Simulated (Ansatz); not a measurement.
Harmonic frequencies (cm⁻¹) at PBE0-D4/def2-TZVP from Ansatz: 135, 229, 246, 568, 642, 715, 874, 916, 932, 946, 948, 981, 1092, 1165, 1174, 1276, 1368, 1522, 2222, 2234, 2240, 3100, 3105, 3190.

Q: Which molecule is it?
A. `CC(=O)[SiH3]`
B. `CC[Si]O`
C. `[SiH3]C1CO1`
D. `O=CC[SiH3]`

A: C.
